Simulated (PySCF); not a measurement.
Trends in electronic spectra. The calculation used TDDFT PBE0/def2-SVPD, vertical, gas phase, core orbitals frozen in the response in PySCF 2.14.0, density-fitted response routines. Geometries: PBE0-D3(BJ)/def2-SVP; one conformer of each isolated species. Triplets are in the Tamm–Dancoff approximation. 'Strongest' means the level of largest summed f among the lowest 10 singlets; it needn't be the same kind of state in each.

Task: Rank by computed HOMO energy, lowest first.
A. `[SiH3]N([SiH3])[C@@H]1C[SiH2]N[SiH2]1`
B. `O=C(F)c1ccc2ccccc2c1`
C. `CO[C@@]12C=C[C@@H]1C=C2F`
D. `COc1cccc(F)c1`
E. `C#CC1(C)CCC1`
F. `[BH3-][N+]#CCOC(F)F`
G. `C(OC1=CC1=C)=O`
H. `COc1ccc(F)cc1`

Result: F (-7.89 eV), E (-7.50 eV), C (-7.11 eV), B (-6.94 eV), A (-6.80 eV), D (-6.64 eV), H (-6.45 eV), G (-6.11 eV).

```json
{"SMILES": "[BH3-][N+]#CCOC(F)F", "HOMO (eV)": "-7.89", "S1 (eV)": "5.12", "f (strongest)": "0.62", "first f ≥ 0.01 (nm)": "228", "gap (eV)": "6.51", "strongest (eV)": "6.55", "S1 mainly": "H→L (95%)"}
{"SMILES": "C#CC1(C)CCC1", "HOMO (eV)": "-7.50", "S1 (eV)": "6.47", "f (strongest)": "0.16", "first f ≥ 0.01 (nm)": "184", "gap (eV)": "8.20", "strongest (eV)": "8.24", "S1 mainly": "H-1→L+1 (71%)"}
{"SMILES": "CO[C@@]12C=C[C@@H]1C=C2F", "HOMO (eV)": "-7.11", "S1 (eV)": "5.24", "f (strongest)": "0.03", "first f ≥ 0.01 (nm)": "218", "gap (eV)": "6.36", "strongest (eV)": "7.01", "S1 mainly": "H→L (96%)"}
{"SMILES": "O=C(F)c1ccc2ccccc2c1", "HOMO (eV)": "-6.94", "S1 (eV)": "3.97", "f (strongest)": "0.91", "first f ≥ 0.01 (nm)": "313", "gap (eV)": "4.71", "strongest (eV)": "5.40", "S1 mainly": "H→L (84%)"}
{"SMILES": "[SiH3]N([SiH3])[C@@H]1C[SiH2]N[SiH2]1", "HOMO (eV)": "-6.80", "S1 (eV)": "5.39", "f (strongest)": "0.02", "first f ≥ 0.01 (nm)": "195", "gap (eV)": "6.59", "strongest (eV)": "6.47", "S1 mainly": "H→L (92%)"}
{"SMILES": "COc1cccc(F)c1", "HOMO (eV)": "-6.64", "S1 (eV)": "5.18", "f (strongest)": "0.57", "first f ≥ 0.01 (nm)": "239", "gap (eV)": "6.30", "strongest (eV)": "6.92", "S1 mainly": "H→L (78%)"}
{"SMILES": "COc1ccc(F)cc1", "HOMO (eV)": "-6.45", "S1 (eV)": "4.92", "f (strongest)": "0.64", "first f ≥ 0.01 (nm)": "252", "gap (eV)": "5.87", "strongest (eV)": "6.89", "S1 mainly": "H→L (88%)"}
{"SMILES": "C=C1C=C1OC=O", "HOMO (eV)": "-6.11", "S1 (eV)": "3.82", "f (strongest)": "0.46", "first f ≥ 0.01 (nm)": "324", "gap (eV)": "4.71", "strongest (eV)": "7.11", "S1 mainly": "H→L (99%)"}
```

H and L stand for HOMO and LUMO.
